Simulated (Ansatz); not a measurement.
Reactions of CH7InSi (`[SiH3][CH2][InH2]`).

Calculated with Ansatz (gas phase, PBE0-D4/def2-TZVP geometries, no zero-point term in ΔE). CCSD(T)/CBS is the MP2 limit (def2-TZVPP, def2-QZVPP) plus CCSD(T) − MP2 in def2-TZVPP, frozen cores. This one scheme is used for every species. Elements past krypton have def2 core potentials. For Br, In outer-core shells are correlated without core-valence functions, which leaves a few kJ/mol of doubt a bond. Scalar relativity is left out up to krypton. Each species was taken in one conformer, which may not be the lowest.

**Question.** Order these by ΔE at CCSD(T)/CBS, lowest first. (Estimate.)
A. `[SiH3][CH2][InH2]` + `NN[SiH3]` → `NN([SiH3])[SiH3]` + `[CH3][InH2]`
B. `[SiH3][CH2][InH2]` + HBr → `[Br][InH2]` + `C[SiH3]`
C. `[SiH3][CH2][InH2]` + `CF` → `F[CH2][InH2]` + `C[SiH3]`
D. `[SiH3][CH2][InH2]` + H–F → `F[CH2][InH2]` + SiH₄

**Answer.** B (-157.3 kJ/mol), A (-42.4 kJ/mol), C (+34.4 kJ/mol), D (+132.0 kJ/mol).

Largest T1 diagnostic: 0.013, for `F[CH2][InH2]`.
